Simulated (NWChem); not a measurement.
Species: ReO4 anion; SMILES [O]=[Re-](=[O])(=[O])=[O]

```xyz
5

Re     0.0000     0.0000     0.0000
O     -1.7055     0.3483     0.1158
O      0.8717     1.4710    -0.3458
O      0.5612    -0.6670     1.5111
O      0.2725    -1.1523    -1.2811
```
Atoms are numbered in this order, from 1.

Results from NWChem. Medium grid unless said otherwise, to which SCAN and Minnesota functionals are sensitive. Coordinates come from a B3LYP/def2-SVPD optimisation. Not confirmed as a minimum by frequencies. def2 effective core potentials on Re; no spin-orbit coupling. B3LYP is NWChem's, with the RPA form of VWN correlation.

Task: Order these by “highest occupied level (eV)”, lowest first: PW6B95/def2-SVPD; LDA (Slater exchange, PW92)/def2-SVPD; B3LYP/def2-SVPD; PBE/def2-SVPD; MN15-L/def2-SVPD.

Result: PW6B95/def2-SVPD (-4.08), B3LYP/def2-SVPD (-3.69), MN15-L/def2-SVPD (-2.93), LDA (Slater exchange, PW92)/def2-SVPD (-2.63), PBE/def2-SVPD (-2.37)
